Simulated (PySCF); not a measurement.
# Worked example: oscillator strength and radiative lifetime

C₆H₇, SMILES [C]1=CCCC=C1 (connectivity only; charge and spin as stated), charge +1, multiplicity 1.

Geometry optimised at ωB97X-D3(BJ)/def2-SVP. The spin state was assumed, not searched. The isomer is the one that the SMILES or the coordinates give; other isomers of the formula were not compared. Other conformers were not sampled.

TDA-PBE/def2-SVPD (PySCF) puts the first singlet state with f over 0.02 at 4.87 eV (vertical), with the transition dipole (0.383, 0.492, -0.011) in atomic units.

Find the oscillator strength, the wavelength and the radiative lifetime that this transition would have in vacuum if emission retraced absorption.


|μ|² = 0.3889 au, so |μ| = 1.58 D. ΔE = 4.87/27.211 = 0.1790 hartree. f = (2/3) ΔE |μ|² = 0.046 (the program prints 0.046).
λ = 1239.84/4.87 = 255 nm; ν = 39279 cm⁻¹.
Einstein's coefficient A = 0.6670 ν² f s⁻¹ (ν in cm⁻¹) = 4.8e7 s⁻¹, so τ = 1/A = 21 ns. This state is S4; the lower singlets have f = 0.018, 0.001, 0.005. The figure is the radiative limit of this one transition; relaxation, internal conversion, crossing to triplets and a medium change what is measured.
